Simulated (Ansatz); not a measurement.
Cost and result for the atomization energy of C2H3ClInN (`[CH3][In]([Cl])[C]#N`) (8 atoms, 7 bonds).

Total charge 0; spin multiplicity 1. Correlated methods include outer-core shells of In, which these sets cover unevenly. In takes the def2 core potential. All single points use the PBE0-D4/def2-TZVP geometry. Program: Ansatz. Hardware: A = 2 threads of an AMD EPYC 7R13 on a shared host; B = 2 threads of an AMD EPYC 7R13 on a shared host and a share of an NVIDIA H100 80 GB. Times are those of one run each, without the atoms' runs, and a repeat can differ threefold. Electronic energies, without spin–orbit coupling; frozen cores. CCSD(T)/CBS adds CCSD(T) − MP2 in def2-TZVPP to the MP2 limit, and its time is that of the two runs behind it. T1 = 0.013. With those shells the extrapolation isn't a true limit. B3LYP takes the VWN-RPA correlation (the form of Gaussian; ORCA's B3LYP/G). HSE06 is the plane-wave form, built on full-range PBE exchange.

CCSD(T)/CBS is a level of theory with its own doubt, some kJ/mol a heavy atom from the limit and from the frozen cores, so smaller differences don't rank the functionals.

| level | functions | wall time | atomization (kcal/mol) | difference from CCSD(T)/CBS | per bond |
| --- | --- | --- | --- | --- | --- |
| PBE-D4/def2-TZVPP (with forces) [A] | 227 | 3.5 s | 728.7 | 17.7 | 2.5 |
| PBE0-D4/def2-TZVPP [A] | 227 | 4.7 s | 710.6 | -0.4 | -0.1 |
| CCSD(T)/def2-TZVPP [B] | 227 | 6.5 s | 691.1 | -19.9 | -2.9 |
| HSE06-D4/def2-TZVPP [A] | 227 | 6.5 s | 711.1 | 0.1 | 0.0 |
| B3LYP-D4/def2-TZVPP (with forces) [A] | 227 | 8 s | 703.9 | -7.1 | -1.0 |
| r2SCANh-D4/def2-TZVPP [A] | 227 | 8 s | 701.6 | -9.4 | -1.4 |
| PBE-QIDH/def2-TZVPP [A] | 227 | 8.5 s | 706.4 | -4.6 | -0.7 |
| B2PLYP/def2-TZVPP [A] | 227 | 9 s | 701.7 | -9.3 | -1.3 |
| CCSD(T)/def2-SVP [A] | 101 | 10 s | 668.1 | -42.9 | -6.1 |
| B97M-V/def2-TZVPP [A] | 227 | 12 s | 710.0 | -1.0 | -0.1 |
| ωB97M-V/def2-TZVPP (with forces) [A] | 227 | 17 s | 713.2 | 2.2 | 0.3 |
| CCSD(T)/def2-QZVPP [B] | 413 | 22 s | 704.0 | -7.0 | -1.0 |
| CCSD(T)/CBS(def2) | – | 28 s | 711.0 | 0.0 | 0.0 |

From BLYP to BHLYP (50 % exact exchange), in def2-TZVPP and without D4, the atomization energy moves by −25.6 kcal/mol: exact exchange takes away binding that semilocal exchange gives to molecules. At CCSD(T), def2-SVP lies −43.0 kcal/mol from the extrapolated value and def2-TZVPP −20.0 kcal/mol: correlation converges slowly with the basis, and small sets miss more of it in the bonded molecule than in its fragments. Leaving LDA and LC-ωPBE aside and taking each functional with its dispersion term where it has one, the values, not all of them listed here, spread over 49.8 kcal/mol, from BHLYP-D4 to PBE-D4. LDA lies +88.7 kcal/mol from PBE without D4, its usual overbinding.

Spin–orbit coupling would lower the free In atoms strongly, and the atomization energy with them, by more than many differences here.
